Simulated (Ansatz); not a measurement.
The cluster Cd₄Te₂Br₄⁺. Total charge 1; doublet. Geometry r2SCAN-D4/def2-SVP, that of the neutral singlet; atoms count from 1.

Cartesian coordinates in Å:
```
Cd -2.431 -0.202 -0.671
Cd 0.054 2.417 -0.535
Cd 0.849 -0.682 -2.206
Cd 1.270 -1.294 2.850
Te -1.164 1.185 -2.709
Te 0.231 -0.292 0.621
Br 2.205 -2.213 4.881
Br 0.864 4.438 0.580
Br 2.561 -2.168 -3.126
Br -4.440 -1.190 0.314
```

In the def2 sets Cd, Te take a core potential; there is no spin–orbit coupling. An occupied level lies above an empty one. The gap within one spin of the charge 1 doublet nearly closes, so an electron or hole may be smeared out by delocalisation error. The structure comes from a short search, and lower isomers may exist.

Question: Estimate the Mulliken populations from the PBE/def2-SVP orbitals of Ansatz.

Answer: 
```tsv
atom	charge (e)	spin (α − β)	d electrons
Cd1	0.46	-0.01	10.02
Cd2	0.46	-0.01	10.02
Cd3	0.46	-0.01	10.02
Cd4	0.56	-0.01	10.00
Te5	-0.14	0.11	–
Te6	-0.35	0.27	–
Br7	-0.11	0.11	–
Br8	-0.11	0.20	–
Br9	-0.12	0.18	–
Br10	-0.12	0.18	–
```
Mulliken values depend strongly on the basis.

Question: Where does the spin sit?

Answer: Summed by element: Cd -0.05, Te 0.38, Br 0.68, of 1 unpaired in all. Largest on single atoms: Te6 0.27, Br8 0.20, Br9 0.18.

Question: And the Mayer bond orders between heavy atoms (over 0.3)?

Answer: Cd1–Te5 0.68 (2.77 Å); Cd1–Te6 0.37 (2.96 Å); Cd1–Br10 1.04 (2.45 Å); Cd2–Te5 0.67 (2.78 Å); Cd2–Te6 0.38 (2.95 Å); Cd2–Br8 1.04 (2.45 Å); Cd3–Te5 0.66 (2.79 Å); Cd3–Te6 0.41 (2.92 Å); Cd3–Br9 1.03 (2.45 Å); Cd4–Te6 0.71 (2.66 Å); Cd4–Br7 1.07 (2.42 Å).
